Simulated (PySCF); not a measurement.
Calculation: CAM-B3LYP-D3(BJ)/def2-TZVP (PySCF 2.14.0). Isolated molecules, 0 K electronic values unless said otherwise. One relaxed conformer stands for a flexible species; it need not be the lowest. Excitations are Tamm–Dancoff values on a coarser integration grid. The basis has no diffuse functions, so Rydberg states are missing or too high.

Reference species (SMILES): `N#CCC(B)=C` (neutral, multiplicity 1).

```yaml
S1 excitation (TDA): 5.55 eV
S1–T1 gap (TDA): 1.89 eV
```

Changed species: `C/C(=C/C#N)B`.

Q: Predict the effect on the S1 excitation (TDA) and S1–T1 gap (TDA).

A: the S1 excitation (TDA) decreases by 0.46 eV, to 5.09 eV; the S1–T1 gap (TDA) goes up by 0.16 eV, to 2.05 eV.
